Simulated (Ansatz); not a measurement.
Cost and result for the atomization energy of C$_{2}$H$_{7}$ClInNS, SMILES `C[N](C)[In]([SH])[Cl]` (13 atoms, 12 bonds).

Z-matrix (Å, degrees):
```
C
N 1 1.439
H 1 1.093 2 111.4
H 1 1.100 2 111.6 3 -120.1
H 1 1.100 2 111.5 3 120.1
C 2 1.440 1 113.9 3 -180.0
In 2 1.991 1 123.2 3 0.0
H 6 1.100 2 111.4 1 59.8
H 6 1.092 2 111.1 1 180.0
H 6 1.100 2 111.4 1 -59.9
S 7 2.364 2 125.1 1 0.1
Cl 7 2.328 2 115.7 1 -179.8
H 11 1.344 7 92.0 2 -179.9
```

Total charge 0; spin multiplicity 1. Correlated methods include outer-core shells of In, which these sets cover unevenly. In takes the def2 core potential. The geometry is a stationary point of PBE0-D4/def2-TZVP. It is one conformer, not always the lowest. Program: Ansatz. All runs use 2 threads of an AMD EPYC 7R13 on a shared host and a share of an NVIDIA H100 80 GB. Times are those of one run each, without the atoms' runs, and a repeat can differ threefold. Electronic energies, without spin–orbit coupling; frozen cores. CCSD(T)/CBS adds CCSD(T) − MP2 in def2-TZVPP to the MP2 limit, and its time is that of the two runs behind it. T1 = 0.014. With those shells the extrapolation isn't a true limit. B3LYP takes the VWN-RPA correlation (the form of Gaussian; ORCA's B3LYP/G).

CCSD(T)/CBS is a level of theory with its own doubt, some kJ/mol a heavy atom from the limit and from the frozen cores, so smaller differences don't rank the functionals.

| level | functions | wall time | atomization (kJ/mol) | difference from CCSD(T)/CBS | per bond |
| --- | --- | --- | --- | --- | --- |
| r2SCAN-D4/def2-TZVPP (with forces) | 325 | 5 s | 4395.8 | -9.9 | -0.8 |
| PBE0-D4/def2-TZVPP | 325 | 6 s | 4403.0 | -2.7 | -0.2 |
| MP2/def2-QZVPP | 603 | 6 s | 4408.8 | 3.1 | 0.3 |
| ωB97M-V/def2-TZVPP (with forces) | 325 | 7 s | 4411.1 | 5.4 | 0.4 |
| B2PLYP/def2-TZVPP | 325 | 7.5 s | 4322.7 | -83.0 | -6.9 |
| ωB97X-V/def2-TZVPP | 325 | 8.5 s | 4418.4 | 12.7 | 1.1 |
| B3LYP-D4/def2-TZVPP (with forces) | 325 | 10 s | 4370.3 | -35.4 | -3.0 |
| CCSD(T)/def2-TZVPP | 325 | 13 s | 4274.7 | -131.0 | -10.9 |
| CCSD(T)/CBS(def2) | – | 19 s | 4405.7 | 0.0 | 0.0 |
| PBE-D4/def2-TZVPP (with forces) | 325 | 21 s | 4473.2 | 67.5 | 5.6 |

The D4 term adds +52.8 kJ/mol with B3LYP and +28.4 kJ/mol with PBE0; it sums over pairs of atoms, weighted by their polarisabilities, and B3LYP, whose exchange is more repulsive, gets the larger term. From PBE to PBE0 (25 % exact exchange), in def2-TZVPP and without D4, the atomization energy moves by −65.8 kJ/mol: exact exchange takes away binding that semilocal exchange gives to molecules. In def2-TZVPP, CCSD(T) changes the Hartree–Fock value by +1156.5 kJ/mol (the triples alone add +75.2 kJ/mol) and MP2 by +1213.1 kJ/mol; breaking electron pairs costs correlation energy, which Hartree–Fock lacks.

Spin–orbit coupling would lower the free In atoms strongly, and the atomization energy with them, by more than many differences here.
